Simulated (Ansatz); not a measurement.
Ideal-gas functions of `F[SiH](F)O[SiH3]` at 600 K and 1 bar, from an Ansatz frequency run at PBE0-D4/def2-TZVP.

Molar mass 114.2 g/mol, point group Cs (symmetry number 1), electronic degeneracy 1, moments of inertia 85.37, 286.306, 329.158 u Å². Harmonic wavenumbers (cm⁻¹, unscaled): 20, 31, 66, 298, 305, 419, 594, 728, 733, 835, 843, 908, 955, 955, 972, 984, 1175, 2243, 2247, 2255, 2345.

Use S(trans) = R[1.5 ln M + 2.5 ln T − 1.1517]; rotational temperatures θ = 24.2544 K / I; S(rot) = R[ln(√π/σ · √(T³/θAθBθC)) + 1.5]; for each mode x = 1.438777 ν̃/T, S = R[x/(eˣ − 1) − ln(1 − e⁻ˣ)] and H = RT x/(eˣ − 1); 1 cm⁻¹ = 0.0119627 kJ/mol; R = 8.31446 J/(mol·K).

Q: By hand: the entropy, in J/(mol·K).

A: Translation 182.5. Rotation: θ = 0.2841, 0.0847, 0.0737 K, giving 123.3. Vibration, mode by mode: 33.57, 29.93, 23.65, 11.28, 11.10, 8.62, 6.04, 4.66, 4.62, 3.80, 3.75, 3.31, 3.03, 3.03, 2.94, 2.87, 2.00, 0.25, 0.24, 0.24, 0.20, in all 159.1. Electronic 0.0. Sum 464.9 J/(mol·K).

Q: By hand: H − E and G − E in kJ/mol, counted from the electronic energy.

A: Zero-point energy ½ × 19911 × 0.0119627 = 119.1; thermal vibration 40.8; translation, rotation and pV give 4 RT = 20.0. H − E = 179.9 kJ/mol, and G − E = 179.9 − 600 × 464.9/1000 = -99.0 kJ/mol.

Vibration gives 34 % of the entropy, 87.1 J/(mol·K) of it from the modes under 150 cm⁻¹: soft modes count most, and the harmonic formula is weakest for them. The sum counts one conformer and one mirror image; others add a mixing term.
